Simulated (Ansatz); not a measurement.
Cost and result for the atomization energy of `CC[Se]C=N` (12 atoms, 11 bonds).

Z-matrix (Å, degrees):
```
C
C 1 1.513
H 1 1.091 2 111.1
H 1 1.094 2 110.3 3 120.1
H 1 1.092 2 111.4 3 -120.1
Se 2 1.954 1 113.7 3 58.7
H 2 1.091 1 111.8 3 -59.5
H 2 1.092 1 112.3 3 -180.0
C 6 1.910 2 97.1 1 78.9
N 9 1.257 6 128.2 2 -174.3
H 9 1.094 6 112.5 2 6.9
H 10 1.020 9 113.2 6 1.5
```

Total charge 0; spin multiplicity 1. Correlated methods include outer-core shells of Se, which these sets cover unevenly. Scalar relativity is left out up to krypton. Geometry: relaxed with PBE0-D4/def2-TZVP. It is one conformer, not always the lowest. Program: Ansatz. All runs use 4 threads of an Arm Neoverse V2 on a shared host. Times are those of one run each, without the atoms' runs, and a repeat can differ threefold. Electronic energies, without spin–orbit coupling; frozen cores. CCSD(T)/CBS adds CCSD(T) − MP2 in def2-TZVPP to the MP2 limit, and its time is that of the two runs behind it. T1 = 0.012. With those shells the extrapolation isn't a true limit. B3LYP takes the VWN-RPA correlation (the form of Gaussian; ORCA's B3LYP/G).

CCSD(T)/CBS is a level of theory with its own doubt, some kJ/mol a heavy atom from the limit and from the frozen cores, so smaller differences don't rank the functionals.

```csv
level,functions,wall time
PBE-D4/def2-TZVPP (with forces),270,2.5 s
PBE0-D4/def2-TZVPP,270,3.1 s
r2SCAN-D4/def2-TZVPP (with forces),270,4.8 s
B3LYP-D4/def2-TZVPP (with forces),270,4.9 s
B2PLYP/def2-TZVPP,270,6.5 s
ωB97X-V/def2-TZVPP,270,8 s
ωB97M-V/def2-TZVPP (with forces),270,12 s
MP2/def2-QZVPP,527,27 s
CCSD(T)/def2-TZVPP,270,4.8 min
CCSD(T)/CBS(def2),–,5.2 min
```

(1) What atomization energy does each give, and how far from CCSD(T)/CBS? (An estimate is asked.)

Answers

(1) Ansatz gave: 
| level | atomization (kcal/mol) | difference from CCSD(T)/CBS | per bond |
| --- | --- | --- | --- |
| PBE-D4/def2-TZVPP (with forces) | 1108.0 | 32.7 | 3.0 |
| PBE0-D4/def2-TZVPP | 1083.3 | 8.0 | 0.7 |
| r2SCAN-D4/def2-TZVPP (with forces) | 1078.1 | 2.8 | 0.3 |
| B3LYP-D4/def2-TZVPP (with forces) | 1078.9 | 3.6 | 0.3 |
| B2PLYP/def2-TZVPP | 1065.3 | -10.0 | -0.9 |
| ωB97X-V/def2-TZVPP | 1076.8 | 1.5 | 0.1 |
| ωB97M-V/def2-TZVPP (with forces) | 1076.1 | 0.8 | 0.1 |
| MP2/def2-QZVPP | 1078.2 | 2.9 | 0.3 |
| CCSD(T)/def2-TZVPP | 1047.0 | -28.3 | -2.6 |
| CCSD(T)/CBS(def2) | 1075.3 | 0.0 | 0.0 |

The D4 term adds +9.6 kcal/mol with B3LYP and +5.0 kcal/mol with PBE0; it sums over pairs of atoms, weighted by their polarisabilities, and B3LYP, whose exchange is more repulsive, gets the larger term. In def2-TZVPP, CCSD(T) changes the Hartree–Fock value by +289.9 kcal/mol (the triples alone add +18.9 kcal/mol) and MP2 by +304.6 kcal/mol; breaking electron pairs costs correlation energy, which Hartree–Fock lacks. From PBE to PBE0 (25 % exact exchange), in def2-TZVPP and without D4, the atomization energy moves by −23.8 kcal/mol: exact exchange takes away binding that semilocal exchange gives to molecules.
